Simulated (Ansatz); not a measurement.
`[F][In-]([F])([F])[SeH2+]`. Charge 0, multiplicity 1. In: def2 effective core potential. The structure was optimised at the PBE0-D4/def2-TZVP level. It is one conformer, not always the lowest.

```xyz
7

F    -0.625    2.621   -0.015
In    0.053    0.915   -0.632
F    -1.003   -0.096   -1.917
F     1.978    0.625   -0.637
Se   -0.414   -0.868    1.455
H    -0.945   -1.822    0.468
H     0.956   -1.375    1.279
```

Problem. What is the dipole moment at r2SCAN/def2-TZVPP? (Estimate.)

Solution. Ansatz gave: 5.24 D, with components (-0.57, -3.87, 3.48) D in this frame, pointing from negative to positive charge.

Problem. And with PBE, B3LYP, ωB97M-V? (An estimate is asked.)

Solution. The calculation gave: PBE 5.17 D, B3LYP 5.26 D, ωB97M-V 5.19 D.

Problem. Give the Mulliken charges with r2SCAN, ωB97M-V, PBE in def2-TZVPP. (Estimate.)

Solution. Computed: 
| atom | r2SCAN | ωB97M-V | PBE |
| --- | --- | --- | --- |
| F1 | -0.47 | -0.48 | -0.43 |
| In2 | 1.20 | 1.21 | 1.08 |
| F3 | -0.49 | -0.49 | -0.44 |
| F4 | -0.49 | -0.49 | -0.44 |
| Se5 | -0.02 | -0.06 | -0.02 |
| H6 | 0.13 | 0.16 | 0.13 |
| H7 | 0.13 | 0.16 | 0.13 |

B3LYP here is the variant with VWN-RPA as its local correlation; programs differ in this.
